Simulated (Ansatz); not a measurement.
Input and output for `N[SiH2][AlH][OH]`.

```yaml
crystal:
  periodic: [false, false, false]
  atoms:
    - {symbol: N, position_ang: [-1.541222, 0.821342, -0.642244]}
    - {symbol: Si, position_ang: [-0.863411, -0.691778, -0.120012]}
    - {symbol: Al, position_ang: [1.502724, -0.659106, 0.605098]}
    - {symbol: O, position_ang: [2.359441, 0.812813, 0.539091]}
    - {symbol: H, position_ang: [-1.246478, 1.210759, -1.523679]}
    - {symbol: H, position_ang: [-1.686948, 1.554097, 0.034027]}
    - {symbol: H, position_ang: [-1.027281, -1.645858, -1.257551]}
    - {symbol: H, position_ang: [-1.724907, -1.191676, 0.993219]}
    - {symbol: H, position_ang: [2.354196, -1.885224, 1.144283]}
    - {symbol: H, position_ang: [1.957087, 1.623331, 0.230768]}
basis:
  gaussian: {orbitals: "6-311G**"}
hamiltonian: {xc: {name: wB97M-V}}
output: {forces: true}
```

```sh
$ ansatz run in.yaml --threads 2 --pin off --events-out ev --progress --plain --max-ram 4352MiB
```

Output, abridged:

```
Error: <dir> can't be read: No such file or directory (os error 2)
```
